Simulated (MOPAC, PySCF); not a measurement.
[Sc(Br)3], neutral singlet in the gas phase. 

Z-matrix (Å, degrees):
```
Sc
Br 1 2.4242
Br 1 2.4243 2 119.87
Br 1 2.4245 2 119.99 3 179.24
```
Charge 0, multiplicity 1.

All levels are single points at this geometry (BP86-D3(BJ)/def2-SVP); Pople sets use spherical d functions. Orbital energies aren't observables, and empty levels follow the basis.

B3LYP/3-21G in PySCF gives dipole (D) = 0.05.

Question: Estimate the dipole (D) from each of these levels: B3LYP-D3(BJ)/def2-TZVP in PySCF; TPSSh-D3(BJ)/def2-TZVP in PySCF; B3LYP/LANL2DZ in PySCF; HF/3-21G in PySCF; PM6 in MOPAC.

Answer: 
```csv
level,dipole (D)
B3LYP-D3(BJ)/def2-TZVP in PySCF,0.05
TPSSh-D3(BJ)/def2-TZVP in PySCF,0.05
B3LYP/LANL2DZ in PySCF,0.06
HF/3-21G in PySCF,0.07
PM6 in MOPAC,0.06
```
